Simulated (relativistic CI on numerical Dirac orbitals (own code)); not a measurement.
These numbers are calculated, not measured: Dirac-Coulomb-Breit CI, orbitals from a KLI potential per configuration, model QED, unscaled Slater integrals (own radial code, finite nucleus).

Configurations in the expansion (outside the closed core [Ne]): 3s²3p⁶, 3s²3p⁵3d, 3s3p⁶3d, 3s²3p⁵4s, 3s²3p⁵4p, 3s²3p⁵4d, 3s3p⁶4s, 3s²3p⁵4f, 3p⁶3d4p, 3s3p⁶4p, 3s3p⁶4d, 3s3p⁶4f, 3s²3p⁵5s, 3s²3p⁵5p, 3s²3p⁵5d, 3s²3p⁵5f, 3s²3p⁵5g, 3s3p⁶5s, 3s3p⁶5p, 3s3p⁶5d, 3s²3p⁵6s, 3p⁶3d², 3p⁵3d³, 3p⁵3d²4s, 3p⁵3d²4p, 3p⁵3d²4d, 3p⁶3d4s, 3p⁵3d4s², 3p⁵3d4s4p, 3p⁵3d4s4d, 3p⁶4s², 3p⁵4s²4p, 3p⁵4s²4d. Double excitations out of closed p, d and f shells are left out; levels of such configurations are missing from the list, as are those of other unlisted configurations, and high levels can miss mixing partners. These lack a partner that the ground configuration has and come out too high: 3s²3p⁵4f, 3s²3p⁵5s, 3s²3p⁵5p, 3s²3p⁵5d, 3s²3p⁵5f.

At this charge energies of transitions that change n are usually good to better than 1 %, and those within a shell (Δn = 0) to a few per cent.

Outline of the computed level scheme of Au LXII. Lowest level of each configuration: 3s²3p⁶ ¹S0 at 0.00 eV; 3s²3p⁵3d ³P°0 at 258.37 eV; 3s3p⁶3d ³D1 at 988.64 eV; 3p⁶3d² ³F2 at 1995.95 eV; 3p⁵3d³ ³D°2 at 2257.31 eV.

Some strong electric-dipole decays among the lowest 45 levels: 3s²3p⁵3d ³D°1 → 3s²3p⁶ ¹S0 (6.4e+12 s⁻¹); 3s3p⁶3d ³D2 → 3s²3p⁵3d ³F°3 (5.4e+12 s⁻¹); 3s3p⁶3d ³D3 → 3s²3p⁵3d ³F°4 (5.0e+12 s⁻¹); 3s3p⁶3d ³D1 → 3s²3p⁵3d ³D°2 (3.1e+12 s⁻¹); 3s3p⁶3d ³D1 → 3s²3p⁵3d ³P°1 (3.1e+12 s⁻¹); 3s3p⁶3d ¹D2 → 3s²3p⁵3d ¹D°2 (3.1e+12 s⁻¹); 3s3p⁶3d ³D3 → 3s²3p⁵3d ³D°3 (2.0e+12 s⁻¹); 3s3p⁶3d ³D2 → 3s²3p⁵3d ³D°2 (1.9e+12 s⁻¹).

LS names give the leading component of a level, which can be under half, so a name can repeat, a term be missing and a line seem to break the LS rules.
